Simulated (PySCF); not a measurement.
Gas-phase reaction: Ge3H8 + 4 HBr = 3 GeH4 + 2 Br2

Method: PySCF energies plus ideal-gas RRHO corrections (1 bar). † marks an energy on the PBE0/def2-TZVP geometry and frequencies; other levels use their own. 6-31G* has spherical d functions here. All species are closed-shell singlets. B3LYP is the form with VWN-RPA correlation. Br, Ge: all electrons, no relativistic terms. The harmonic model lacks anharmonicity and excited electronic states, which grow with temperature; levels with a mode under 35 cm⁻¹ are left out. Internal rotation in Ge3H8 is treated as a harmonic vibration of one conformer, which makes the entropy rough.

```csv
level,"ΔE electronic, kJ","ΔH°(298 K), kJ","ΔS°(298 K), J/K","ΔG°(1400 K), kJ"
B3LYP/6-31G*,197,200,-40,281
BLYP/def2-TZVP†,202,204,-39,284
HF/6-31G*,223,226,-37,303
HF/def2-TZVP†,228,231,-39,310
PBE0/def2-TZVP,241,243,-39,322
ωB97M-V/def2-TZVP†,237,240,-39,319
ωB97X-V/def2-TZVP†,237,239,-39,319
```
ΔH° is lowest at B3LYP/6-31G* and highest at PBE0/def2-TZVP. No reference value is set beside these.
